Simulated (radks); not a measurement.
Task: Coulomb parameter of the 3d shell of neutral manganese in the model configuration [Ar] 3d6 4s1, as a second difference U = [E(n + 0.25) + E(n - 0.25) - 2 E(n)] / (0.25)^2 with all orbitals relaxed. "Bare": the charge of the atom changes with n. "Screened": the 4s shell takes up the change at fixed total charge, which measures U(3d,3d) + U(4s,4s) - 2 U(3d,4s). All-electron calculation, Dirac Kohn-Sham, PBE, spin-unpolarised, spherical densities, point nucleus; open shells are shared between the two j in proportion to 2j + 1. Program: a radial shooting solver on a logarithmic mesh with Libxc functionals. Estimate both.

Result: U(bare) = 9.149 eV, U(screened by 4s) = 1.851 eV. The step up makes a negative ion, whose loosely bound charge lowers the bare value.
